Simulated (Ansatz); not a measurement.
Cost and result up the ladder for Cu(NH3)H (CuNH4) (6 atoms). Total charge 0; singlet. Geometry: r2SCAN-D4/def2-TZVP.

```xyz
6

Cu   -0.233    0.719    0.995
N     0.133   -0.412   -0.570
H    -0.549   -1.161   -0.655
H     1.053   -0.842   -0.510
H     0.104    0.127   -1.432
H    -0.508    1.570    2.172
```

Ansatz on 4 threads of Intel Xeon Platinum 8259CL on a shared host. Times are rough, and most runs start from the orbitals of an earlier one. ωB97M-V/def2-TZVP serves as the yardstick here, not as an exact answer. Differences are given only for rows in sets of like size (and for xTB, whose basis is part of the method), since another set adds its own error. Binding counts from free atoms at the same level (Cu doublet, N quartet, H doublet; other spins of the atoms weren't run), without zero-point energy or a counterpoise term.

Correlated methods freeze 10 core orbitals.

Correlated methods converge slowly with the basis.

```tsv
level	functions	binding energy per atom (eV)	difference from ωB97M-V/def2-TZVP (eV)	remarks
CCSD(T)/def2-TZVPP	151	2.77	-0.07	–
r2SCAN-D4/def2-TZVP	100	2.83	-0.01	–
MP2/def2-TZVP	100	2.70	-0.14	test for broken spin undecided
PBE-D4/def2-TZVPD	121	2.88	0.04	–
CAM-B3LYP-D4/def2-TZVP	100	2.85	0.01	–
r2SCAN0-D4/def2-TZVP	100	2.75	-0.09	–
PBE0-D4/def2-SVP	65	2.81	–	–
B97M-V/def2-TZVP	100	2.84	0.00	–
PBE0-D4/def2-TZVPD	121	2.78	-0.06	–
LDA (SPW92)/def2-TZVP	100	3.27	0.42	–
CCSD(T)/def2-TZVPD	121	2.71	-0.13	–
PBE0-D4/def2-TZVP	100	2.78	-0.06	–
r2SCAN-D4/def2-TZVPD	121	2.84	0.00	–
ωB97M-V/def2-TZVP (with forces)	100	2.84	0.00	–
```

(1) Estimate how long each takes.

Results:

(1) LDA (SPW92)/def2-TZVP 0.4 s; MP2/def2-TZVP 0.6 s; PBE0-D4/def2-SVP 0.65 s; PBE-D4/def2-TZVPD 0.75 s; CAM-B3LYP-D4/def2-TZVP 0.8 s; PBE0-D4/def2-TZVPD 0.85 s; PBE0-D4/def2-TZVP 0.95 s; r2SCAN-D4/def2-TZVP 1.1 s; r2SCAN0-D4/def2-TZVP 1.2 s; r2SCAN-D4/def2-TZVPD 1.3 s; B97M-V/def2-TZVP 1.9 s; ωB97M-V/def2-TZVP (with forces) 2.6 s; CCSD(T)/def2-TZVPD 4.1 s; CCSD(T)/def2-TZVPP 7.5 s. On shared hardware such times vary by a factor of up to 3.
